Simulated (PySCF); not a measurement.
Choosing a basis for TDDFT

H8N2SSi2.
Atom-mapped SMILES: `[NH2:1][SiH:2]([NH2:3])[SiH2:4][SH:5]` (hydrogens: H6, H7 on N1; H8 on Si2; H9, H10 on N3; H11, H12 on Si4; H13 on S5)

Cartesian coordinates in Å at the PBE0-D3(BJ)/def2-SVP level; atoms count from 1:
```
atom  x, y, z in Å
N1    -1.5347    1.2684    0.7274
Si2   -0.5861   -0.1301    0.3787
N3    -1.4398   -1.0636   -0.7990
Si4    1.5371    0.5982   -0.3231
S5     2.7241   -1.1940   -0.5762
H6    -2.5075    1.1641    0.9970
H7    -1.1170    2.0903    1.1470
H8    -0.3352   -1.1082    1.4959
H9    -1.6159   -0.6648   -1.7152
H10   -1.2320   -2.0534   -0.8716
H11    1.5018    1.1997   -1.6924
H12    2.2119    1.5872    0.5819
H13    2.3981   -1.7107    0.6301
```

TDDFT with PBE0 (PySCF), vertical singlets, core orbitals frozen in the response, spherical d and f functions. The structure is a single PBE0-D3(BJ)/def2-SVP conformer in the gas phase; no vibrational or solvent corrections.

Q: How do the low singlets change with the basis? Take 6-31G*, 6-31+G*, def2-SVP, def2-SVPD, aug-cc-pVDZ, def2-TZVP and def2-TZVPD.

A: 

```json
{"basis": "6-31G*", "functions": "98", "diffuse": "no", "S1 (eV)": "5.41", "S2 (eV)": "6.01", "S3 (eV)": "6.09", "S4 (eV)": "6.25", "S5 (eV)": "6.34", "LUMO (eV)": "0.00", "α (au)": "77.0"}
{"basis": "6-31+G*", "functions": "118", "diffuse": "yes", "S1 (eV)": "5.20", "S2 (eV)": "5.65", "S3 (eV)": "5.76", "S4 (eV)": "5.84", "S5 (eV)": "6.02", "LUMO (eV)": "-0.51", "α (au)": "89.2"}
{"basis": "def2-SVP", "functions": "122", "diffuse": "no", "S1 (eV)": "5.54", "S2 (eV)": "6.05", "S3 (eV)": "6.21", "S4 (eV)": "6.35", "S5 (eV)": "6.42", "LUMO (eV)": "0.19", "α (au)": "79.0"}
{"basis": "def2-SVPD", "functions": "179", "diffuse": "yes", "S1 (eV)": "5.30", "S2 (eV)": "5.77", "S3 (eV)": "5.88", "S4 (eV)": "6.00", "S5 (eV)": "6.23", "LUMO (eV)": "-0.34", "α (au)": "96.8"}
{"basis": "aug-cc-pVDZ", "functions": "199", "diffuse": "yes", "S1 (eV)": "5.18", "S2 (eV)": "5.54", "S3 (eV)": "5.62", "S4 (eV)": "5.83", "S5 (eV)": "6.01", "LUMO (eV)": "-0.53", "α (au)": "98.9"}
{"basis": "def2-TZVP", "functions": "221", "diffuse": "no", "S1 (eV)": "5.35", "S2 (eV)": "5.75", "S3 (eV)": "6.00", "S4 (eV)": "6.02", "S5 (eV)": "6.27", "LUMO (eV)": "-0.19", "α (au)": "89.6"}
{"basis": "def2-TZVPD", "functions": "278", "diffuse": "yes", "S1 (eV)": "5.21", "S2 (eV)": "5.60", "S3 (eV)": "5.71", "S4 (eV)": "5.88", "S5 (eV)": "6.10", "LUMO (eV)": "-0.45", "α (au)": "98.4"}
```

States are compared by their number. Against the largest diffuse basis here (def2-TZVPD, itself not a converged limit), sets without diffuse functions differ by up to 0.33 eV in S1 and 0.32 eV in S5; the smaller diffuse sets differ by up to 0.09 and 0.13 eV. State by state, the largest deviation of a set without diffuse functions is S1 0.33, S2 0.45, S3 0.50, S4 0.46, S5 0.32 eV. The same number needn't mean the same state in each row. Against def2-TZVPD the polarisability deviates by -22% in 6-31G*, -9% in 6-31+G*, -20% in def2-SVP, -2% in def2-SVPD, 0% in aug-cc-pVDZ, -9% in def2-TZVP. A single + in a Pople set puts diffuse functions on heavy atoms only.

Without π bonds the low states may be Rydberg-like; a valence basis with one diffuse set may place them up to an eV too high.
